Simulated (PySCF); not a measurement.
## A series of derivatives of C#CCC(F)[SiH2]C

Parent skeleton `[CH:1]#[C:2][CH2:3][CH:4]([F:5])[SiH2:6][CH3:7]`; one hydrogen on atom 4 is replaced by X. Hydrogens on one atom are averaged.

- structure optimised with GFN2-xTB
- NMR shieldings at PBE0/pcSseg-1/GIAO
- program: PySCF 2.14.0 with density-fitted response routines
- one conformer, in vacuum, relativity neglected, rapidly exchanging positions averaged

Scale: 13C (186.93 ppm), 29Si (349.16 ppm), 1H (31.72 ppm) vs TMS; CFCl3 for 19F (170.95 ppm) (reference shieldings calculated alike).

**Question.** Give δ (ppm) for X = cPr, isopropenyl, CH2F, CH2CN, propynyl, SCH3, C2H5, COCH3, CH2Cl.

**Answer.** 
```tsv
X	SMILES	C1	C2	C3	C4	F5	Si6	C7	H(C1)	H(C3)
cPr	C#CC[C@](F)([SiH2]C)C1CC1	79.7	85.7	32.5	94.7	-232.2	-35.9	-9.4	1.52	2.93
isopropenyl	C#CC[C@@](F)([SiH2]C)C(=C)C	77.9	84.2	27.7	100.4	-205.9	-28.7	-9.9	1.40	2.72
CH2F	C#CC[C@@](F)(CF)[SiH2]C	80.1	84.3	27.5	99.6	-200.5	-35.9	-8.2	1.54	2.75
CH2CN	C#CC[C@@](F)(CC#N)[SiH2]C	80.4	83.0	28.8	94.5	-207.9	-34.4	-10.5	1.65	2.94
propynyl	C#CC[C@](F)(C#CC)[SiH2]C	79.7	84.5	33.3	88.7	-194.3	-33.3	-9.6	1.48	3.02
SCH3	C#CC[C@@](F)([SiH2]C)SC	80.7	83.7	30.0	106.9	-191.6	-34.5	-8.9	1.53	3.10
C2H5	C#CC[C@](F)(CC)[SiH2]C	79.4	85.4	34.8	97.0	-209.8	-33.4	-7.5	1.46	2.81
COCH3	C#CC[C@](F)([SiH2]C)C(C)=O	79.5	86.4	27.5	105.6	-201.7	-34.1	-9.2	1.60	3.03
CH2Cl	C#CC[C@@](F)(CCl)[SiH2]C	78.8	83.4	26.5	96.4	-201.9	-35.2	-10.5	1.52	2.84
```

**Question.** Which position responds most, and to which substituents?

**Answer.** F5: from -232.2 ppm with cPr to -191.6 ppm with SCH3.

Unscaled 19F shifts against computed CFCl3 carry errors that often reach 10 to 50 ppm.
